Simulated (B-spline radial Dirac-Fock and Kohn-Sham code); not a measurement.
## Dipole and non-dipole photoemission parameters of Ta 4d3/2

System: atomic tantalum, configuration 1s2 2s2 2p6 3s2 3p6 3d10 4s2 4p6 4d10 4f14 5s2 5p6 5d3 6s2; threshold 237.9 eV (tabulated edge). Method: Dirac-Hartree-Slater photoionisation with a Latter tail; cross sections with all multipoles, angular parameters from the dipole term and its interference with E2. Computed with a radial atomic solver.

```
hν (eV)  σ (kb)       β       γ      δ
    251     197  -0.751   0.018  0.006
    311     118  -0.312  -0.084  0.055
    502     243  -0.085   0.059  0.115
    600     249   0.322   0.161  0.067
    708     232   0.601   0.162  0.034
    778     216   0.729   0.136  0.021
    821     205   0.793   0.117  0.016
 1253.6     117   1.149  -0.028  0.005
   1290     111   1.165  -0.034  0.005
   1380    99.3   1.201  -0.042  0.007
   1540    81.4   1.250  -0.046  0.011
   1940    51.3   1.326  -0.005  0.021
   2000    48.1   1.333   0.005  0.022
   2050    45.6   1.339   0.014  0.023
   2980    19.1   1.380   0.230  0.044
 2984.4    19.0   1.380   0.231  0.044
   3930    9.34   1.367   0.472  0.062
   4000    8.90   1.365   0.490  0.063
   5070    4.61   1.328   0.740  0.082
   5860    3.03   1.296   0.905  0.097
   6000    2.83   1.290   0.932  0.099
   7280    1.58   1.238   1.161  0.123
  12100       ?       ?       ?      ?
  15000   0.149   0.978   2.030  0.268
```

Q: Give the values at 12100 eV.

A: σ = 0.308 kb, β = 1.063, γ = 1.777, δ = 0.213.
